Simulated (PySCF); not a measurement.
Isomers of C4H13FSSi2.

All values: PBE0/pcSseg-1 (PySCF) at GFN2-xTB geometries, gas phase, one conformer each.

**Question.** Rank by the highest IAO charge on any atom, lowest value first.
A. `[CH3:1][SiH2:2][CH2:3][C@@H:4]([CH2:5][F:6])[SiH2:7][SH:8]` with C1–Si2–C3–C4 -171°, Si2–C3–C4–C5 170°, C3–C4–C5–F6 -176°, C3–C4–Si7–S8 -43°, C4–Si7–S8–H -173°
B. `[CH3:1][CH2:2][Si@H:3]([CH2:4][S:5][CH3:6])[SiH2:7][F:8]` with C1–C2–Si3–C4 -177°, C2–Si3–C4–S5 149°, Si3–C4–S5–C6 66°, C2–Si3–Si7–F8 114°
C. `[CH3:1][CH2:2][Si@H:3]([CH2:4][F:5])[S:6][CH2:7][SiH3:8]` with C1–C2–Si3–C4 58°, C2–Si3–C4–F5 54°, C2–Si3–S6–C7 -60°, Si3–S6–C7–Si8 -177°

**Answer.** A (+0.765 e), B (+0.784 e), C (+0.827 e).

**Question.** Rank by the lowest Hirshfeld charge on any atom, lowest value first.
A. `[CH3:1][CH2:2][S:3][Si@@H:4]([CH2:5][F:6])[CH2:7][SiH3:8]` with C1–C2–S3–Si4 82°, C2–S3–Si4–C5 62°, S3–Si4–C5–F6 166°, S3–Si4–C7–Si8 -62°
B. `[CH3:1][CH2:2][Si@H:3]([CH2:4][F:5])[S:6][CH2:7][SiH3:8]` with C1–C2–Si3–C4 58°, C2–Si3–C4–F5 54°, C2–Si3–S6–C7 -60°, Si3–S6–C7–Si8 -177°
C. `[CH3:1][CH2:2][Si@H:3]([CH2:4][S:5][CH3:6])[SiH2:7][F:8]` with C1–C2–Si3–C4 -177°, C2–Si3–C4–S5 149°, Si3–C4–S5–C6 66°, C2–Si3–Si7–F8 114°

**Answer.** A (-0.244 e), C (-0.208 e), B (-0.158 e).

All values together:

```csv
SMILES,μ (D),HOMO (eV),LUMO (eV),lowest IAO charge (e),highest IAO charge (e),lowest Hirshfeld charge (e),highest Hirshfeld charge (e)
CC[Si@H](CSC)[SiH2]F,2.11,-6.13,-0.90,-0.608 (C),+0.784 (Si),-0.208 (F),+0.332 (Si)
CC[Si@H](CF)SC[SiH3],1.82,-6.96,-0.02,-0.612 (C),+0.827 (Si),-0.158 (C),+0.336 (Si)
C[SiH2]C[C@@H](CF)[SiH2]S,1.43,-7.31,0.32,-0.714 (C),+0.765 (Si),-0.211 (C),+0.345 (Si)
CCS[Si@@H](CF)C[SiH3],1.77,-6.90,0.03,-0.820 (C),+0.827 (Si),-0.244 (C),+0.332 (Si)
```

Conformers: `[CH3:1][CH2:2][Si@H:3]([CH2:4][S:5][CH3:6])[SiH2:7][F:8]` with C1–C2–Si3–C4 -177°, C2–Si3–C4–S5 149°, Si3–C4–S5–C6 66°, C2–Si3–Si7–F8 114°; `[CH3:1][CH2:2][Si@H:3]([CH2:4][F:5])[S:6][CH2:7][SiH3:8]` with C1–C2–Si3–C4 58°, C2–Si3–C4–F5 54°, C2–Si3–S6–C7 -60°, Si3–S6–C7–Si8 -177°; `[CH3:1][SiH2:2][CH2:3][C@@H:4]([CH2:5][F:6])[SiH2:7][SH:8]` with C1–Si2–C3–C4 -171°, Si2–C3–C4–C5 170°, C3–C4–C5–F6 -176°, C3–C4–Si7–S8 -43°, C4–Si7–S8–H -173°; `[CH3:1][CH2:2][S:3][Si@@H:4]([CH2:5][F:6])[CH2:7][SiH3:8]` with C1–C2–S3–Si4 82°, C2–S3–Si4–C5 62°, S3–Si4–C5–F6 166°, S3–Si4–C7–Si8 -62°.
